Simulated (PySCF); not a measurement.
## Dipole response of N⁺ (nitrogen, charge +1)

[He] 2s2 2p2, high-spin 3P determinant. All numbers are calculated (PySCF 2.14, no relativity, point nucleus, in aug-cc-pVQZ). Coupled (time-dependent) response in atomic units; α is the mean over directions.

```
method  mean α (bohr³)         α xx, yy, zz  C₆ (like pair)  S(−4)
   UHF           3.930  3.999, 3.896, 3.896           8.228  13.49
   PBE           3.918  3.926, 3.913, 3.913           8.488  10.47
  PBE0           3.868  3.896, 3.855, 3.855           8.307  10.52
  TPSS           3.938  3.948, 3.933, 3.933           8.603  10.68
 B3LYP           3.832  3.872, 3.811, 3.811           8.219  9.959
```

S(−4) is the Cauchy moment in α(ω) = α(0) + S(−4) ω² + …

α(iu) at TPSS:

```json
{"u (hartree)": "0", "α(iu) (bohr³)": "3.938"}
{"u (hartree)": "0.0500", "α(iu) (bohr³)": "3.912"}
{"u (hartree)": "0.100", "α(iu) (bohr³)": "3.836"}
{"u (hartree)": "0.200", "α(iu) (bohr³)": "3.575"}
{"u (hartree)": "0.300", "α(iu) (bohr³)": "3.239"}
{"u (hartree)": "0.500", "α(iu) (bohr³)": "2.568"}
{"u (hartree)": "0.750", "α(iu) (bohr³)": "1.913"}
{"u (hartree)": "1.00", "α(iu) (bohr³)": "1.457"}
{"u (hartree)": "1.50", "α(iu) (bohr³)": "0.9089"}
{"u (hartree)": "2.00", "α(iu) (bohr³)": "0.6148"}
{"u (hartree)": "3.00", "α(iu) (bohr³)": "0.3324"}
{"u (hartree)": "5.00", "α(iu) (bohr³)": "0.1418"}
```

For an ion, C₆ is the dispersion term alone; charge-induced terms of lower order in 1/R come first.

The components differ because the open shell of this determinant is not spherical; for a pure term their mean is the scalar polarisability.
